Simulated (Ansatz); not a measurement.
Reaction (ligand exchange at a B–S bond): `OB(S)O[SiH3]` + NH₃ → `NB(O)O[SiH3]` + H₂S

Gas-phase electronic energies from Ansatz, PBE0-D4/def2-TZVP geometries. CCSD(T)/CBS is the MP2 limit (def2-TZVPP, def2-QZVPP) plus CCSD(T) − MP2 in def2-TZVPP, frozen cores. This one scheme is used for every species. DFT in def2-TZVPP. One conformer a species, not always the lowest.

`OB(S)O[SiH3]`:

```xyz
10

O     2.282   -0.047   -0.900
B     0.944   -0.154   -0.692
S    -0.106   -0.871   -2.017
O     0.467    0.281    0.496
Si   -0.914    0.444    1.362
H     2.579   -0.367   -1.753
H    -1.276   -0.767   -1.369
H    -0.781   -0.336    2.615
H    -1.114    1.879    1.669
H    -2.082   -0.062    0.590
```

NH₃:

Z-matrix (Å, degrees):
```
N
H 1 1.013
H 1 1.013 2 107.1
H 1 1.013 2 107.1 3 -114.5
```

`NB(O)O[SiH3]`:

```xyz
11

N    -0.615   -0.404   -1.948
B    -0.258    0.139   -0.697
O    -0.336    1.479   -0.391
O     0.195   -0.704    0.284
Si    0.678   -0.376    1.822
H    -0.540   -1.390   -2.121
H    -0.956    0.127   -2.727
H    -0.656    2.038   -1.099
H     1.068   -1.674    2.427
H     1.847    0.541    1.835
H    -0.425    0.223    2.616
```

H₂S:

```xyz
3

S    -0.294   -0.005   -0.545
H    -0.112    0.925    0.404
H     0.406   -0.920    0.141
```

(1) Is it downhill or uphill in electronic energy at CCSD(T)/CBS, and by how much? (Estimate.)

(2) What do these levels give: revPBE-D4, B97M-V, r2SCAN0-D4, ωB97X-V, revPBE, r2SCAN0, CAM-B3LYP, RPA@PBE/def2-TZVPP, SCS-MP2/def2-TZVPP, SCS-MP2/def2-QZVPP, MP2/CBS(def2), CCSD/CBS(def2)? (Estimate.)

(3) What do rigid-rotor, harmonic-oscillator terms from PBE0-D4/def2-TZVP frequencies (298.15 K, 1 bar) make of the CCSD(T)/CBS value? (Best estimate.)

Largest T1 diagnostic among the species: 0.013.

## Answers

(1) The calculation gave: Downhill: ΔE = -37.1 kJ/mol.

(2) The calculation gave: revPBE-D4 -26.5, B97M-V -34.1, r2SCAN0-D4 -38.2, ωB97X-V -39.2, revPBE -29.9, r2SCAN0 -38.9, CAM-B3LYP -47.2, RPA@PBE/def2-TZVPP -39.9, SCS-MP2/def2-TZVPP -39.4, SCS-MP2/def2-QZVPP -38.5, MP2/CBS(def2) -33.7, CCSD/CBS(def2) -41.2 kJ/mol.

(3) Computed: ΔZPE = -5.5 kJ/mol, ΔH = -43.2 kJ/mol, ΔS = -4 J/(mol·K), ΔG = -41.8 kJ/mol. Modes under 50 cm⁻¹ make the entropy rough.

In def2-TZVPP, CCSD(T) changes the Hartree–Fock value by +15.9 kJ/mol (the triples alone add +4.1 kJ/mol) and MP2 by +19.3 kJ/mol. From r2SCAN to r2SCAN0 (25 % exact exchange), in def2-TZVPP and without D4, ΔE moves by −3.6 kJ/mol. The D4 term adds +4.3 kJ/mol with B3LYP and +2.3 kJ/mol with PBE0; it sums over pairs of atoms, weighted by their polarisabilities, and B3LYP, whose exchange is more repulsive, gets the larger term.

B3LYP here is the variant with VWN-RPA as its local correlation; programs differ in this.
